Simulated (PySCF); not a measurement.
Computed Raman spectrum (relative Raman activity) of a molecule C3H7NSi. Coordinates come from a r2SCAN-D4/def2-SVP optimisation. The values are those of a single conformer. All values below come from r2SCAN-D4/def2-SVP in PySCF 2.14.0. Frequencies are harmonic and unscaled.

Lines under 2 % of the strongest are left out, and lines within 2 cm⁻¹ are merged.

```tsv
ν (cm⁻¹)	relative intensity
254	2.3
563	4.1
608	2.9
756	2.0
881	3.2
918	6.2
937	5.8
951	17
990	7.3
1151	9.8
1205	2.3
1462	2.1
1625	3.7
2040	6.4
2201	54
2204	100
2238	24
3061	83
3141	57
3537	93
3646	42
```

**Question.** Pick the molecule that these values belong to.
A) N[C@H]1C=C[SiH2]1
B) C#C[SiH2]NC
C) C=C=C(N)[SiH3]
D) NC=C=C[SiH3]

**Answer.** D, NC=C=C[SiH3]
